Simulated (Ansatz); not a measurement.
Mulliken charges of `C[NH][AlH][Cl]` from r2SCAN/def2-TZVPP in Ansatz (PBE0-D4/def2-TZVP geometry).

| atom | x (Å) | y (Å) | z (Å) | charge (e) |
| --- | --- | --- | --- | --- |
| C1 | 0.029 | 0.779 | -1.025 | -0.032 |
| N2 | 0.124 | -0.496 | -0.344 | -0.359 |
| Al3 | -0.042 | -0.867 | 1.366 | 0.541 |
| Cl4 | -0.437 | 0.729 | 2.673 | -0.290 |
| H5 | 0.959 | 1.040 | -1.542 | 0.054 |
| H6 | -0.781 | 0.792 | -1.763 | 0.054 |
| H7 | -0.176 | 1.570 | -0.302 | 0.051 |
| H8 | 0.313 | -1.256 | -0.982 | 0.129 |
| H9 | 0.099 | -2.337 | 1.902 | -0.147 |

Q: By hand: the dipole of these point charges (1 e Å = 4.8032 D).

A: Σ q r = (0.085, -0.167, -0.480) e Å, of length 0.515 e Å = 2.47 D.

Q: How does the dipole of the full density compare? (Estimate.)

A: The calculation gave: (0.076, -0.140, -0.437) e Å, 2.23 D; the point charges give 1.11 times that, at 1° from its direction.

Point charges leave out the atoms' own dipoles, such as those of lone pairs, and Mulliken's split depends on the basis, so the close match here is no proof of good charges.
